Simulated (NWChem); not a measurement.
The numbers come from NWChem runs, not from measurements. System: selenium dioxide (O$_{2}$Se), charge 0, spin multiplicity 1, at a geometry optimised with PBE0/def2-SVP. Level: RHF/def2-TZVP.

Part of the output:

```
             Northwest Computational Chemistry Package (NWChem) 7.3.0
             --------------------------------------------------------

                                NWChem Input Module
                                -------------------

 Scaling coordinates for geometry "geometry" by  1.889725989
 (inverse scale =  0.529177249)

 Turning off AUTOSYM since
 SYMMETRY directive was detected!

                             Geometry "geometry" -> ""
                             -------------------------

 Output coordinates in angstroms (scale by  1.889725989 to convert to a.u.)

  No.       Tag          Charge          X              Y              Z
 ---- ---------------- ---------- -------------- -------------- --------------
    1 O                    8.0000     1.35233100     0.00000000     0.58518800
    2 Se                  34.0000     0.00000000     0.00000000    -0.27538300
    3 O                    8.0000    -1.35233100     0.00000000     0.58518800

 Effective nuclear repulsion energy (a.u.)     192.1133326348

            Nuclear Dipole moment (a.u.)
            ----------------------------
        X                 Y               Z
 ---------------- ---------------- ----------------
     0.0000000000     0.0000000000    -0.0000264562

      Symmetry information
      --------------------

 Group name             C2v
 Group number             16
 Group order               4
 No. of unique centers     2

      Symmetry unique atoms

     1    2


 Summary of "ao basis" -> "" (spherical)
 ------------------------------------------------------------------------------
       Tag                 Description            Shells   Functions and Types
 ---------------- ------------------------------  ------  ---------------------
 *                         def2-tzvp                  on all atoms

 Summary of "ao basis" -> "ao basis" (spherical)
 ------------------------------------------------------------------------------
       Tag                 Description            Shells   Functions and Types
 ---------------- ------------------------------  ------  ---------------------
 O                         def2-tzvp                11       31   5s3p2d1f
 Se                        def2-tzvp                16       48   6s5p4d1f

                                 NWChem SCF Module
                                 -----------------

  ao basis        = "ao basis"
  functions       =   110
  atoms           =     3
  closed shells   =    25
  open shells     =     0
  charge          =   0.00
  wavefunction    = RHF
  use symmetry    = T
  symmetry adapt  = T

 Summary of "ao basis" -> "ao basis" (spherical)
 ------------------------------------------------------------------------------
       Tag                 Description            Shells   Functions and Types
 ---------------- ------------------------------  ------  ---------------------
 O                         def2-tzvp                11       31   5s3p2d1f
 Se                        def2-tzvp                16       48   6s5p4d1f

      Symmetry analysis of basis
      --------------------------

        a1         42
        a2         15
        b1         32
        b2         21

 Forming initial guess at       0.1s

      Superposition of Atomic Density Guess
      -------------------------------------

 Sum of atomic energies:       -2549.37514106

      Non-variational initial energy
      ------------------------------

 Total energy =   -2549.853114
 1-e energy   =   -3932.924916
 2-e energy   =    1190.958470
 HOMO         =      -0.348606
 LUMO         =      -0.139470

      Symmetry analysis of molecular orbitals - initial
      -------------------------------------------------

  Numbering of irreducible representations:

     1 a1          2 a2          3 b1          4 b2

  Orbital symmetries:

     1 a1          2 a1          3 b1          4 a1          5 b2
     6 b1          7 a1          8 a1          9 b1         10 a1
    11 b2         12 b1         13 a1         14 a2         15 a1
    16 b2         17 a1         18 b1         19 a1         20 b1
    21 a1         22 b2         23 a2         24 b1         25 a1
    26 b2         27 a1         28 b1         29 a1         30 b2
[...]
 Starting SCF solution at       2.3s

 ----------------------------------------------
         Quadratically convergent ROHF

 Convergence threshold     :          1.000E-07
 Maximum no. of iterations :          100
 Final Fock-matrix accuracy:          1.000E-09
 ----------------------------------------------

              iter       energy          gnorm     gmax       time
             ----- ------------------- --------- --------- --------
                 1    -2549.3942970841  1.57D+00  4.31D-01      2.3
                 2    -2549.5197143136  3.42D-01  6.93D-02      2.4
                 3    -2549.5291129070  1.40D-02  3.35D-03      2.7
                 4    -2549.5291441982  6.47D-05  2.71D-05      3.1
                 5    -2549.5291441989  8.32D-09  3.28D-09      3.6

       Final RHF  results
       ------------------

         Total SCF energy =  -2549.529144198913
      One-electron energy =  -3930.109617901300
      Two-electron energy =   1188.467141067547
 Nuclear repulsion energy =    192.113332634840

        Time for solution =      1.4s

       Symmetry analysis of molecular orbitals - final
       -----------------------------------------------

  Numbering of irreducible representations:

     1 a1          2 a2          3 b1          4 b2

  Orbital symmetries:

     1 a1          2 a1          3 b2          4 b1          5 a1
     6 b1          7 a1          8 a1          9 b2         10 b1
    11 a1         12 a1         13 a2         14 b2         15 b1
    16 a1         17 a1         18 b1         19 a1         20 b1
    21 a1         22 b2         23 b1         24 a2         25 a1
    26 b2         27 b1         28 a1         29 b2         30 a1
    31 b1         32 b2         33 a1         34 a2         35 a1

             Final eigenvalues
             -----------------

              1
    1 -461.0065
    2  -60.8030
    3  -54.4051
    4  -54.4029
    5  -54.4027
    6  -20.6074
    7  -20.6074
    8   -9.0711
    9   -6.8064
   10   -6.8001
   11   -6.7982
   12   -2.7975
   13   -2.7952
   14   -2.7903
   15   -2.7895
   16   -2.7858
   17   -1.4033
   18   -1.3247
   19   -0.8576
   20   -0.6388
   21   -0.6300
   22   -0.5970
   23   -0.5126
   24   -0.4783
   25   -0.4761
   26   -0.0290
   27    0.1354
   28    0.1426
   29    0.2789
   30    0.2883
   31    0.3549
   32    0.4064
   33    0.4349
   34    0.4754
   35    0.5027

                       ROHF Final Molecular Orbital Analysis
                       -------------------------------------

 Vector   23  Occ=2.000000D+00  E=-5.125793D-01  Symmetry=b1
              MO Center= -7.5D-15, -2.9D-15,  5.1D-01, r^2= 2.5D+00
   Bfn.  Coefficient  Atom+Function         Bfn.  Coefficient  Atom+Function
  ----- ------------  ---------------      ----- ------------  ---------------
     6      0.261883  1 O  px                85      0.261883  3 O  px
     9      0.237803  1 O  px                88      0.237803  3 O  px
     8     -0.199956  1 O  pz                87      0.199956  3 O  pz
    11     -0.186134  1 O  pz                90      0.186134  3 O  pz

 Vector   24  Occ=2.000000D+00  E=-4.782570D-01  Symmetry=a2
              MO Center=  4.0D-15,  2.5D-15,  5.1D-01, r^2= 2.4D+00
   Bfn.  Coefficient  Atom+Function         Bfn.  Coefficient  Atom+Function
  ----- ------------  ---------------      ----- ------------  ---------------
     7      0.306225  1 O  py                86     -0.306225  3 O  py
    10      0.283780  1 O  py                89     -0.283780  3 O  py
    13      0.199428  1 O  py                92     -0.199428  3 O  py

 Vector   25  Occ=2.000000D+00  E=-4.761012D-01  Symmetry=a1
              MO Center=  1.2D-14,  2.9D-14,  1.2D-01, r^2= 2.5D+00
   Bfn.  Coefficient  Atom+Function         Bfn.  Coefficient  Atom+Function
  ----- ------------  ---------------      ----- ------------  ---------------
    37      0.355064  2 Se s                  8      0.278294  1 O  pz
    87      0.278294  3 O  pz                49     -0.270522  2 Se pz
    11      0.252246  1 O  pz                90      0.252246  3 O  pz
    43      0.177884  2 Se pz                14      0.171641  1 O  pz
    93      0.171641  3 O  pz                46     -0.166182  2 Se pz

 Vector   26  Occ=0.000000D+00  E=-2.896846D-02  Symmetry=b2
              MO Center=  2.9D-15, -7.6D-15, -1.6D-01, r^2= 2.5D+00
   Bfn.  Coefficient  Atom+Function         Bfn.  Coefficient  Atom+Function
  ----- ------------  ---------------      ----- ------------  ---------------
    51      0.485139  2 Se py                48      0.436164  2 Se py
    13     -0.269172  1 O  py                92     -0.269172  3 O  py
    42     -0.249295  2 Se py                45      0.218311  2 Se py
     7     -0.216442  1 O  py                86     -0.216442  3 O  py
    10     -0.187552  1 O  py                89     -0.187552  3 O  py

 Vector   27  Occ=0.000000D+00  E= 1.353940D-01  Symmetry=b1
              MO Center=  1.9D-13, -3.7D-16, -6.8D-01, r^2= 4.2D+00
   Bfn.  Coefficient  Atom+Function         Bfn.  Coefficient  Atom+Function
  ----- ------------  ---------------      ----- ------------  ---------------
    50      1.720361  2 Se px                 5     -1.156930  1 O  s
    84      1.156930  3 O  s                 47      0.417667  2 Se px
    14      0.368379  1 O  pz                93     -0.368379  3 O  pz
    12      0.220527  1 O  px                91      0.220527  3 O  px

 Vector   28  Occ=0.000000D+00  E= 1.425594D-01  Symmetry=a1
              MO Center=  1.1D-13, -3.8D-14, -3.6D-01, r^2= 3.9D+00
   Bfn.  Coefficient  Atom+Function         Bfn.  Coefficient  Atom+Function
  ----- ------------  ---------------      ----- ------------  ---------------
    37      1.463546  2 Se s                 52      1.241809  2 Se pz
     5     -0.761139  1 O  s                 84     -0.761139  3 O  s
    12      0.468056  1 O  px                91     -0.468056  3 O  px
    49      0.180870  2 Se pz                 6      0.159678  1 O  px
    85     -0.159678  3 O  px

 center of mass
 --------------
 x =   0.00000000 y =   0.00000000 z =  -0.05133237

 moments of inertia (a.u.)
 ------------------
          60.200106494952           0.000000000000           0.000000000000
           0.000000000000         269.117921589723           0.000000000000
           0.000000000000           0.000000000000         208.917815094772

  Mulliken analysis of the total density
  --------------------------------------

    Atom       Charge   Shell Charges
 -----------   ------   -------------------------------------------------------
    1 O    8     8.56   0.79  1.18  0.59  0.98  0.34  1.76  2.00  0.88  0.00  0.03  0.00
    2 Se  34    32.88   2.00  2.00  1.16  0.78  1.04  0.80  6.00  5.93  0.85  1.46  0.28  8.99  1.05  0.16  0.28  0.08
    3 O    8     8.56   0.79  1.18  0.59  0.98  0.34  1.76  2.00  0.88  0.00  0.03  0.00

       Multipole analysis of the density wrt the origin
       ------------------------------------------------

     L   x y z        total         open         nuclear
     -   - - -        -----         ----         -------
     0   0 0 0     -0.000000      0.000000     50.000000

     1   1 0 0     -0.000000      0.000000      0.000000
     1   0 1 0     -0.000000      0.000000      0.000000
     1   0 0 1     -1.305919      0.000000     -0.000026

     2   2 0 0    -26.247579      0.000000    104.492149
     2   1 1 0      0.000000      0.000000      0.000000
     2   1 0 1     -0.000000      0.000000      0.000000
     2   0 2 0    -18.833957      0.000000      0.000000
     2   0 1 1     -0.000000      0.000000      0.000000
     2   0 0 2    -21.308056      0.000000     28.773983

 Task  times  cpu:        3.6s     wall:        3.6s

 Total times  cpu:        3.6s     wall:        3.6s
```

Q: Write an NWChem input that would produce this output.

A: This is not unique; one that fits is 
```
start mol
memory heap 200 mb stack 900 mb global 1100 mb
geometry units angstroms nocenter noautoz
  O      1.352331     0.000000     0.585188
  Se     0.000000     0.000000    -0.275383
  O     -1.352331     0.000000     0.585188
  symmetry group C2v
end
basis spherical
  * library def2-tzvp
end
scf
  rhf
  nopen 0
  maxiter 100
  thresh 1e-7
  semidirect memsize 60000000 filesize 0
end
task scf energy
```
